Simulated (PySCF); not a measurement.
C3F3 (SMILES [C]#CC(F)(F)F), doublet, geometry from GFN2-xTB. Base run: BLYP/def2-SVP in PySCF.

Here is a job for PySCF.
```python
from pyscf import gto, scf, dft

mol = gto.Mole()
mol.atom = '''
    C     2.40424185    0.02022529    0.08481996
    C     1.21200987    0.01019583    0.04275885
    C    -0.26204028   -0.00220437   -0.00924460
    F    -0.70984126   -0.97704858   -0.80217770
    F    -0.78714150   -0.19345774    1.20206903
    F    -0.73915819    1.15169515   -0.47878081
'''
mol.basis = 'def2-svp'
mol.spin = 1
mol.verbose = 4
mol.symmetry = True
mol.build()

mf = dft.UKS(mol)
mf.xc = 'blyp'
mf.kernel()
mf.analyze()
```

The base run was repeated with changes; each row names its change, and settings that it needs were set with it.

```json
[
 {"change": "base", "ΔE vs base (eV)": "0.00", "point group used": "Cs", "SCF cycles": "14"},
 {"change": "irrep_nelec = A':(17, 15) A\":(6, 7)", "ΔE vs base (eV)": "6.78", "point group used": "Cs", "SCF cycles": "16"},
 {"change": "irrep_nelec = A':(15, 15) A\":(8, 7)", "ΔE vs base (eV)": "6.78", "point group used": "Cs", "SCF cycles": "20"},
 {"change": "symmetry = off", "ΔE vs base (eV)": "0.00", "point group used": "C1", "SCF cycles": "14"}
]
```

Open shells are given as the SCF converged; they aren't shown to be the lowest states, and a large step between rows can be another state.
